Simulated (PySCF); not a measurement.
Isomers of C3H10F3NSi2, one GFN2-xTB conformer each. Single-point energies are computed at PBE0/pcSseg-1 (PySCF, gas phase, no added dispersion term), electronic only.

| SMILES | GFN2-xTB relative energy (kJ/mol) |
| --- | --- |
| C[Si@@H]([SiH3])NCC(F)(F)F | 11.6 |
| CCN[Si@@H]([SiH3])C(F)(F)F | 0.0 |
| FCC(F)(F)CN[SiH2][SiH3] | 18.9 |

Conformers: `[CH3:1][Si@@H:2]([SiH3:3])[NH:4][CH2:5][C:6]([F:7])([F:8])[F:9]` with C1–Si2–N4–C5 -170°, Si2–N4–C5–C6 -76°; `[CH3:1][CH2:2][NH:3][Si@@H:4]([SiH3:5])[C:6]([F:7])([F:8])[F:9]` with C1–C2–N3–Si4 83°, C2–N3–Si4–Si5 57°; `[F:1][CH2:2][C:3]([F:4])([F:5])[CH2:6][NH:7][SiH2:8][SiH3:9]` with F1–C2–C3–F4 81°, C2–C3–C6–N7 176°, C3–C6–N7–Si8 86°, C6–N7–Si8–Si9 172°.

Question: What does PBE0/pcSseg-1 give for the same structures?

Answer: 
```json
{"SMILES": "C[Si@@H]([SiH3])NCC(F)(F)F", "PBE0/pcSseg-1 E (Eh)": "-1052.84438", "PBE0/pcSseg-1 (kJ/mol)": "0.0", "GFN2-xTB (kJ/mol)": "11.6", "point group": "C1"}
{"SMILES": "CCN[Si@@H]([SiH3])C(F)(F)F", "PBE0/pcSseg-1 E (Eh)": "-1052.82374", "PBE0/pcSseg-1 (kJ/mol)": "54.2", "GFN2-xTB (kJ/mol)": "0.0", "point group": "C1"}
{"SMILES": "FCC(F)(F)CN[SiH2][SiH3]", "PBE0/pcSseg-1 E (Eh)": "-1052.80661", "PBE0/pcSseg-1 (kJ/mol)": "99.2", "GFN2-xTB (kJ/mol)": "18.9", "point group": "C1"}
```

GFN2-xTB puts CCN[Si@@H]([SiH3])C(F)(F)F lowest instead; measured from each level's own lowest isomer, the values differ by up to 80.3 kJ/mol (FCC(F)(F)CN[SiH2][SiH3]: 18.9 against 99.2). As drawn, the lowest has an Si–C bond, which the highest lacks.

Question: Which frontier levels, dipoles and rotational constants go with these structures?

Answer: 
| SMILES | HOMO (eV, PBE0/pcSseg-1) | LUMO (eV) | dipole (D) | A, B, C (MHz) |
| --- | --- | --- | --- | --- |
| C[Si@@H]([SiH3])NCC(F)(F)F | -7.29 | -0.03 | 2.06 | 1797, 637.0, 540.9 |
| CCN[Si@@H]([SiH3])C(F)(F)F | -7.14 | -0.54 | 3.26 | 1351, 773.3, 573.3 |
| FCC(F)(F)CN[SiH2][SiH3] | -7.09 | -0.17 | 1.09 | 2791, 445.9, 436.8 |

Question: As an exercise, what shares would exp(−E/RT) give at 2000 K from these electronic energies alone (no entropy, no degeneracies)?

Answer: RT = 16.629 kJ/mol: C[Si@@H]([SiH3])NCC(F)(F)F 96.1 %, CCN[Si@@H]([SiH3])C(F)(F)F 3.7 %, FCC(F)(F)CN[SiH2][SiH3] 0.2 %.
